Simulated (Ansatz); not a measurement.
C₂Si, SMILES [C][C][Si] (connectivity only; charge and spin as stated), neutral, multiplicity 1. Atoms are numbered in the order given.

```xyz
3

Si     0.0000     0.0000    -1.0578
C      0.0000     0.0000     0.6317
C      0.0000     0.0000     1.9095
```
Charge 0, spin multiplicity 1.

Geometry optimised at PBE0-D3(BJ)/def2-TZVP.

Two levels are set side by side: PBE-D3(BJ)/def2-TZVP (Ansatz, a program for electronic structure) and PBE0-D3(BJ)/def2-TZVP (Ansatz). Each level has its own optimised geometry; the coordinates shown are those of the second. Differences are taken from unrounded values.

```json
[
 {"quantity": "mean bond length (Å)", "PBE0-D3(BJ)": "1.484"},
 {"quantity": "bond Si1–C2 (Å)", "PBE0-D3(BJ)": "1.690"},
 {"quantity": "bond C2–C3 (Å)", "PBE0-D3(BJ)": "1.278"}
]
```

What does PBE-D3(BJ) give, and how far is it from PBE0-D3(BJ)? (An estimate is asked for; the answer gives what the named calculation found.)


| quantity | PBE-D3(BJ) | PBE-D3(BJ) minus PBE0-D3(BJ) |
|---|---|---|
| mean bond length (Å) | 1.499 | 0.015 |
| bond Si1–C2 (Å) | 1.708 | 0.018 |
| bond C2–C3 (Å) | 1.290 | 0.013 |

Exact exchange shortens and stiffens bonds; PBE has none. Differences between two approximate levels are no errors against the true value.
